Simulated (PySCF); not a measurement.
# `B[AsH]CC=C`, C3H8AsB

Molfile (atoms numbered from 1):
```
C3H8AsB
     RDKit          3D

 13 12  0  0  0  0  0  0  0  0999 V2000
    2.8966    0.0575    0.3632 B   0  0  0  0  0  0  0  0  0  0  0  0
    1.2259    0.4336   -0.6093 As  0  0  0  0  0  3  0  0  0  0  0  0
   -0.1779   -0.5737    0.3739 C   0  0  0  0  0  0  0  0  0  0  0  0
   -1.5230   -0.3278   -0.2126 C   0  0  0  0  0  0  0  0  0  0  0  0
   -2.5163    0.3183    0.4023 C   0  0  0  0  0  0  0  0  0  0  0  0
    3.7648    0.8949    0.3990 H   0  0  0  0  0  0  0  0  0  0  0  0
    3.1123   -1.0613    0.7644 H   0  0  0  0  0  0  0  0  0  0  0  0
    0.9106    1.8451   -0.1581 H   0  0  0  0  0  0  0  0  0  0  0  0
    0.1204   -1.6295    0.2702 H   0  0  0  0  0  0  0  0  0  0  0  0
   -0.1477   -0.3107    1.4400 H   0  0  0  0  0  0  0  0  0  0  0  0
   -1.6781   -0.6922   -1.2360 H   0  0  0  0  0  0  0  0  0  0  0  0
   -2.4009    0.7075    1.4193 H   0  0  0  0  0  0  0  0  0  0  0  0
   -3.4802    0.4791   -0.0867 H   0  0  0  0  0  0  0  0  0  0  0  0
  1  2  1  0
  2  3  1  0
  3  4  1  0
  4  5  2  0
  1  6  1  0
  1  7  1  0
  2  8  1  0
  3  9  1  0
  3 10  1  0
  4 11  1  0
  5 12  1  0
  5 13  1  0
M  END
```

Method used: GIAO BHandHLYP/pcSseg-1 magnetisability, rotational g tensor and spin-rotation constants, non-relativistic, gas phase in PySCF. Geometry: PBE0-D3(BJ)/def2-SVP.

The calculation is non-relativistic, which matters for the atoms heavier than Zn.

**Question.** Give the nuclear spin-rotation constants along the inertial axes (H = +C I·J) beside the isotropic shieldings.

**Answer.** Rotational constants 9.9634, 1.5122, 1.4216 GHz. A star marks the isotopologue with that one atom substituted, in its own axes.
```
atom  isotope  Caa (kHz)  Cbb (kHz)  Ccc (kHz)  mean (kHz)  σ (ppm)
  B1      11B      4.124      0.657      0.461       1.747      2.7
 As2     75As     12.352      2.315      2.296       5.654   1479.2
  H6       1H      0.361     -0.091     -0.023       0.082     22.4
  H7       1H     -0.831      0.104     -0.038      -0.255     22.4
  H8       1H     -0.981     -0.114      0.022      -0.358     27.6
  H9       1H     -0.908     -0.106     -0.025      -0.346     29.1
 H10       1H     -0.998     -0.073     -0.022      -0.365     28.4
 H11       1H     -0.963     -0.066      0.047      -0.327     25.3
 H12       1H     -0.998     -0.083      0.044      -0.345     26.2
 H13       1H      0.170     -0.068     -0.139      -0.012     26.3
  C3     13C*      1.493      0.225      0.248       0.655    157.8
  C4     13C*      3.386      0.464      0.538       1.463     36.3
  C5     13C*      3.099      0.422      0.448       1.323     61.0
```
For the geometry as given, no vibrational averaging.

**Question.** How do the rotational constants and the g tensor change when H6, H7, H8, H9, H10, H11, H12, H13 are replaced by deuterium?

**Answer.** Constants 7.3010, 1.2965, 1.2243 GHz; g -0.0539, -0.0121, -0.0123, against -0.0724, -0.0142, -0.0143 before.
